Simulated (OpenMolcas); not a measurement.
Pr³⁺.

```
Program             : OpenMolcas
Method              : CASSCF
Basis               : ANO-RCC-VDZP [7s6p4d2f1g]
Scalar Hamiltonian  : DKH2, point nucleus
Active space        : 2 electrons in 7 orbitals (4f)
State averaging     : 2S+1 = 3 even, 21 roots; 2S+1 = 1 even, 28 roots
Spin-orbit coupling : state interaction with AMFI integrals over the reference wave functions, term energies averaged over their components
```

Levels without dynamic correlation, in cm⁻¹ above 4f² ³H₄:

```
  Level      E
4f² ¹I₆  28114
4f² ³F₂   6799
4f² ¹D₂  23506
4f² ³P₀  29563
4f² ¹S₀  64433
```

On this reference, SS-CASPT2, IPEA 0.25 Eh, imaginary shift 0.1 Eh (closed shells correlated: 5s 5p) puts 4f² ¹I₆ at 26060 cm⁻¹.

Q: Estimate the other levels at that method by one scale factor, and say how well it serves.

A: The factor is 26060 / 28114 = 0.927. Scaled values beside those that SS-CASPT2 gives and measured ones (Martin, Zalubas and Hagan, Atomic Energy Levels: The Rare-Earth Elements, NSRDS-NBS 60 (1978)):
| Level | Scaled | SS-CASPT2 | Miss (%) | Measured |
| --- | --- | --- | --- | --- |
| 4f² ³F₂ | 6303 | 5630 | +11.9 | 4997 |
| 4f² ¹D₂ | 21790 | 20050 | +8.7 | 17334 |
| 4f² ³P₀ | 27405 | 25780 | +6.3 | 21390 |
| 4f² ¹S₀ | 59729 | 53100 | +12.5 |  |
For these levels the scaled values miss SS-CASPT2 by up to 12.5 %, as correlation changes each term by its own factor, spin-orbit parts do not scale and CASPT2 has its own spread within terms. This holds within one configuration; levels of others move differently, and the target method has errors of its own against measurement.

CASPT2 breaks the degeneracy within a term, and the mean is taken; among the terms shown or strongly mixed into the levels shown the widest spread is 980 cm-1 (4f² ¹I, SS-CASPT2). The basis is small and was not contracted for so high a charge. Without dynamic correlation excited terms often stand tens of per cent too high (terms of higher spin than the ground term too low), and those without a measured partner can miss by more than the paired ones (holds for CASSCF). The CASPT2 spread within a term exceeds the gap to the next term for 4f² ¹I and 4f² ³P, so the order of their levels is uncertain (holds for SS-CASPT2). Some terms miss by over 15 % even with CASPT2, which points to a basis or an active space too small for the shells correlated (holds for SS-CASPT2). Measured partners are found by configuration, term and J. A level has none where our copy of the source lacks it or the pairing is in doubt (some pairs that miss far off the trend of their configuration count as doubtful), and it then counts in no deviation. Levels of configurations outside the active space are missing.
